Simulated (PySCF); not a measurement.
**Tc³⁺: ionisation energy**

Tc³⁺ [Kr] 4d4 [4d3/2^4, M_J = 0] → Tc⁴⁺ [Kr] 4d3 [4d3/2^3, M_J = 3/2], as a difference of total energies. Computed with PySCF 2.14 in x2c-QZVPPall-2c (13s12p9d4f2g, 140 functions), with the two-component X2C-1e Hamiltonian. Correlated levels: [Ar] 3d10 frozen; the 32 highest virtual spinors dropped. "Screened" scales the spin-orbit matrix elements by Boettger's factors to mimic the two-electron term; Breit and QED terms are absent.

```
                    method  ionisation energy (eV)
           GHF (spin-free)                  41.676
          GMP2 (spin-free)                  42.589
 GHF (screened spin-orbit)                  41.581
GMP2 (screened spin-orbit)                  42.494
```

Q: How much does correlation contribute at GMP2 (screened spin-orbit)?

A: 42.494 − (41.581) = 0.913 eV, measured against GHF (screened spin-orbit).

The spin-free rows relax to the high-spin LS determinant and lack the spin-orbit shift.

The labels give the starting determinants; with spin-orbit coupling the two ends relaxed to ⟨J²⟩ = 3.70, ⟨L²⟩ = 5.97, ⟨S²⟩ = 5.97 and ⟨J²⟩ = 6.31, ⟨L²⟩ = 11.96, ⟨S²⟩ = 3.73.

The determinant of Tc³⁺ and of Tc⁴⁺ mixes levels of different J (the jj label is only the starting occupation), so the difference between spin-free and spin-orbit rows is not the physical spin-orbit shift.

For comparison: 41 ± 1.7 eV (theoretical estimate listed by NIST; NIST Atomic Spectra Database, ionization energies).
